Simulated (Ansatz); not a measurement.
One change: `BC(F)CC` becomes `CCC(N)F`.

Ansatz, PBE0-D4/def2-TZVP geometries, multiplicity 1. Each molecule was computed in one conformer, which needn't be the lowest.

| property | `BC(F)CC` |
| --- | --- |
| HOMO–LUMO gap (B3LYP/def2-TZVPP) / eV | 6.41 |
| HOMO–LUMO gap (PBE/def2-TZVPP) / eV | 4.29 |
| size of the dipole moment (PBE/def2-TZVPP) / D | 1.82 |
| LUMO energy (PBE/def2-TZVPP) / eV | -2.74 |
| LUMO energy (ωB97M-V/def2-TZVPP) / eV | 0.20 |
| HOMO energy (B3LYP/def2-TZVPP) / eV | -8.37 |

Problem. What does the change do to each property? (An estimate is asked.)

Solution. Computed: 
```json
{"property": "HOMO–LUMO gap (B3LYP/def2-TZVPP) / eV", "`CCC(N)F`": "8.45", "shift": "2.04"}
{"property": "HOMO–LUMO gap (PBE/def2-TZVPP) / eV", "`CCC(N)F`": "6.68", "shift": "2.39"}
{"property": "size of the dipole moment (PBE/def2-TZVPP) / D", "`CCC(N)F`": "0.96", "shift": "-0.86"}
{"property": "LUMO energy (PBE/def2-TZVPP) / eV", "`CCC(N)F`": "0.45", "shift": "3.19"}
{"property": "LUMO energy (ωB97M-V/def2-TZVPP) / eV", "`CCC(N)F`": "2.64", "shift": "2.44"}
{"property": "HOMO energy (B3LYP/def2-TZVPP) / eV", "`CCC(N)F`": "-7.55", "shift": "0.82"}
```

With PBE0 the HOMO rises by 0.76 eV and the LUMO rises by 2.98 eV, so the gap widens by about 2.22 eV. PBE moves the HOMO by 0.79 eV and ωB97M-V by 0.67 eV. Dipoles are sizes alone; their direction can turn.

B3LYP here is the variant with VWN-RPA as its local correlation; programs differ in this.
